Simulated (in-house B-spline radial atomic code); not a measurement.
RPA and G0W0 for Ca, [Ar] 4s2, as one setting changes: the share of exact exchange in the PBE hybrid start. A dash marks a level of low quasi-particle weight. Computed with a B-spline radial code for spherical atoms: all electrons, scalar-relativistic (spin-free one-electron X2C), finite nucleus, each spin shell either full or empty, empty states to l = 9 with an (l + 1/2)⁻⁴ tail; G0W0 by contour deformation at full frequency.

| share of exact exchange in the PBE hybrid start | mean-field level (eV) | G0W0 level (eV) | RPA correlation (Eh) |
| --- | --- | --- | --- |
| 0 | -3.766 | - | -1.2595 |
| 0.1 | -3.993 | - | -1.2355 |
| 0.2 | -4.220 | 4s -6.216 | -1.2137 |
| 0.3 | -4.445 | 4s -6.236 | -1.1936 |
| 0.4 | -4.669 | 4s -6.245 | -1.1748 |
| 0.5 | ? | ? | ? |
| 0.6 | -5.112 | 4s -6.244 | -1.1404 |
| 0.7 | ? | ? | ? |
| 0.8 | -5.551 | 4s -6.230 | -1.1095 |
| 0.9 | -5.768 | 4s -6.221 | -1.0951 |
| 1 | -5.984 | 4s -6.210 | -1.0814 |

(1) What belongs in the row for 0.7?

(2) What belongs in the row for 0.5?

## Answers

(1) mean-field level (eV): -5.332; G0W0 level (eV): 4s -6.238; RPA correlation (Eh): -1.1246.

(2) mean-field level (eV): -4.891; G0W0 level (eV): 4s -6.246; RPA correlation (Eh): -1.1571.
